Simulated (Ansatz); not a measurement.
Ideal-gas functions of `BrB1CC1Br` at 800 K and 1 bar, from an Ansatz frequency run at PBE0-D4/def2-TZVP.

Molar mass 197.67 g/mol, point group C1 (symmetry number 1), electronic degeneracy 1, moments of inertia 102.305, 749.733, 830.036 u Å². Harmonic wavenumbers (cm⁻¹, unscaled): 57, 197, 260, 347, 418, 569, 656, 885, 906, 945, 1004, 1073, 1181, 1341, 1424, 3121, 3190, 3201.

Use S(trans) = R[1.5 ln M + 2.5 ln T − 1.1517]; rotational temperatures θ = 24.2544 K / I; S(rot) = R[ln(√π/σ · √(T³/θAθBθC)) + 1.5]; for each mode x = 1.438777 ν̃/T, S = R[x/(eˣ − 1) − ln(1 − e⁻ˣ)] and H = RT x/(eˣ − 1); 1 cm⁻¹ = 0.0119627 kJ/mol; R = 8.31446 J/(mol·K).

Q: By hand: the entropy, in J/(mol·K).

A: Translation 195.3. Rotation: θ = 0.2371, 0.0324, 0.0292 K, giving 135.5. Vibration, mode by mode: 27.26, 16.99, 14.71, 12.37, 10.88, 8.48, 7.41, 5.28, 5.12, 4.84, 4.45, 4.03, 3.46, 2.76, 2.45, 0.20, 0.18, 0.18, in all 131.0. Electronic 0.0. Sum 461.8 J/(mol·K).

Q: By hand: H − E and G − E in kJ/mol, counted from the electronic energy.

A: Zero-point energy ½ × 20775 × 0.0119627 = 124.3; thermal vibration 51.4; translation, rotation and pV give 4 RT = 26.6. H − E = 202.3 kJ/mol, and G − E = 202.3 − 800 × 461.8/1000 = -167.1 kJ/mol.

Vibration gives 28 % of the entropy, 27.3 J/(mol·K) of it from the mode under 150 cm⁻¹: soft modes count most, and the harmonic formula is weakest for them. The sum counts one conformer and one mirror image; others add a mixing term.
